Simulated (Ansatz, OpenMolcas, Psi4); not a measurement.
## How methods differ on Si2H4OF2 (SMILES O[SiH](F)[SiH2]F)

Si2H4OF2 has 9 atoms, charge 0, and is taken as a singlet. SMILES: `O[SiH](F)[SiH2]F`. The shape is that of a PBE0-D4/def2-TZVP optimisation. This is one conformer, not always the lowest.

Each level gives the HOMO–LUMO gap (eV). The values are calculated.

| level | kind | program | value (eV) | CPU time |
| --- | --- | --- | --- | --- |
| SVWN5/def2-SVP | LDA | OpenMolcas | 5.03 | 30 s |
| BLYP/def2-SVP | GGA | OpenMolcas | 5.26 | 37 s |
| r2SCAN-D4/def2-SVP (density fitting) | meta-GGA | Psi4 | 5.83 | 18 s |
| B3LYP/def2-SVP | global hybrid | Ansatz | 7.02 | 9.1 s |
| CAM-B3LYP/def2-SVP | range-separated hybrid | Ansatz | 9.83 | 10 s |
| wB97M-V/def2-SVP | range-separated hybrid | Ansatz | 11.37 | 1.8 min |
| B2PLYP/def2-SVP | double hybrid | Ansatz | 9.89 | 15 s |
| PBE-QIDH/def2-SVP | double hybrid | Ansatz | 11.33 | 14 s |

The values span 5.03 to 11.37 eV. Orbital gaps aren't excitation energies, and those of double hybrids come from the SCF part alone; they tend to grow with the share of exact exchange. CPU times are rough (shared hosts, several kinds of processor and program).
